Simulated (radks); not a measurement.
The neodymium ion Nd+ inside a hard spherical wall (all orbitals vanish at R), configuration held at [Xe] 4f4 6s1 and not refilled when levels cross. Method: scalar-relativistic Kohn-Sham, PBEsol, spin-polarised, spherical densities, finite nucleus; open shells are filled with parallel spins first (spin-orbit coupling, left out, can overturn this in heavy ions); Fermi nuclear charge, rms radius 4.9123 fm; computed with a radial shooting solver on a logarithmic mesh with Libxc functionals. Eigenvalues in eV for spin up, with the zero of energy where the potential of the charges vanishes at infinity; a dash marks a level that is unbound or too diffuse for the functional's potential to be trusted. A positive occupied level is held by the wall or, in an anion where self-interaction has pushed it up, behind a barrier. The pressure on the wall is -dE/dV.

R (bohr),E (hartree),kinetic (hartree),e(5s),e(5p),e(6s),e(4f),"e(5d, empty)","e(6p, empty)",pressure (GPa)
free,-9619.8371,10236.682,-47.125,-28.593,-8.607,-8.550,-7.728,-5.506,0
20,-9619.8371,10236.682,-47.125,-28.593,-8.607,-8.550,-7.728,-5.506,< 0.0001
10,-9619.8366,10236.687,-47.097,-28.565,-8.580,-8.522,-7.704,-5.395,0.0139
8,-9619.8319,10236.725,-46.934,-28.408,-8.377,-8.361,-7.558,-4.871,0.219
7,-9619.8210,10236.793,-46.695,-28.180,-7.978,-8.121,-7.321,-4.046,0.848
3.5,-9618.7561,10241.552,-40.037,-21.517,16.161,-0.209,3.058,29.056,320
3,-9617.3710,10247.354,-34.439,-15.185,38.714,6.586,12.551,55.908,1120
2,-9601.7704,10302.289,11.563,39.487,204.02,49.103,85.642,237.12,24100
